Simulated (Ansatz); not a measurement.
Reaction (isomerisation): `B[CH2][Al]([CH3])[SiH3]` → `C[BH][AlH][SiH2]C`

Program: Ansatz. Geometries: PBE0-D4/def2-TZVP. ΔE: electronic, gas phase. CBS: MP2 limit from def2 TZ/QZ plus the TZ coupled-cluster correction, frozen cores. DFT in def2-TZVPP. B3LYP here is the variant with VWN-RPA as its local correlation; programs differ in this. Each species was taken in one conformer, which may not be the lowest.

`B[CH2][Al]([CH3])[SiH3]`:

```xyz
15

B    -0.334   -0.521    2.272
C     0.526   -1.175    1.225
Al    0.030   -0.139   -0.410
C    -0.988   -1.054   -1.798
Si    0.834    2.173   -0.616
H    -1.425   -0.953    2.530
H     0.007    0.506    2.793
H     0.324   -2.213    0.952
H     1.598   -0.940    1.254
H    -1.372   -0.379   -2.566
H    -1.832   -1.604   -1.369
H    -0.355   -1.795   -2.301
H     2.049    2.428    0.209
H     1.158    2.545   -2.024
H    -0.221    3.121   -0.150
```

`C[BH][AlH][SiH2]C`:

Z-matrix (Å, degrees):
```
C
B 1 1.559
H 1 1.105 2 103.2
H 1 1.091 2 117.4 3 116.8
H 1 1.094 2 113.9 3 -113.0
Al 2 2.125 1 126.9 3 -97.5
H 2 1.208 1 115.2 3 76.8
Si 6 2.469 2 121.4 1 83.5
H 6 1.599 2 121.2 1 -97.5
C 8 1.886 6 114.2 2 -1.2
H 8 1.496 6 109.9 2 121.3
H 8 1.497 6 109.4 2 -123.2
H 10 1.092 8 110.8 6 60.3
H 10 1.092 8 111.1 6 -179.5
H 10 1.093 8 110.8 6 -59.3
```

```
             level  ΔE (kJ/mol)  difference from CCSD(T)/CBS
            PBE-D4         75.1                         -6.0
         r2SCAN-D4         82.0                          0.9
           PBE0-D4         75.1                         -6.0
          B3LYP-D4         79.0                         -2.1
           ωB97X-V         75.8                         -5.3
           ωB97M-V         84.3                          3.2
            B2PLYP         81.4                          0.3
               PBE         73.4                         -7.7
            r2SCAN         81.5                          0.4
              PBE0         73.6                         -7.5
             B3LYP         76.5                         -4.6
     HF/def2-TZVPP         66.7                        -14.4
    MP2/def2-TZVPP         90.2                          9.1
SCS-MP2/def2-TZVPP         83.9                          2.8
   CCSD/def2-TZVPP         77.6                         -3.5
CCSD(T)/def2-TZVPP         80.8                         -0.3
     HF/def2-QZVPP         67.2                        -13.9
    MP2/def2-QZVPP         90.6                          9.5
SCS-MP2/def2-QZVPP         84.2                          3.1
      HF/CBS(def2)         67.2                        -13.9
     MP2/CBS(def2)         90.5                          9.4
    CCSD/CBS(def2)         77.9                         -3.2
       CCSD(T)/CBS         81.1                            0
```

Largest T1 diagnostic among the species: 0.012.

In def2-TZVPP, CCSD(T) changes the Hartree–Fock value by +14.1 kJ/mol (the triples alone add +3.1 kJ/mol) and MP2 by +23.5 kJ/mol.

CCSD(T)/CBS has its own doubt, a few kJ/mol and more with outer-core shells, so smaller differences from it don't rank the levels.
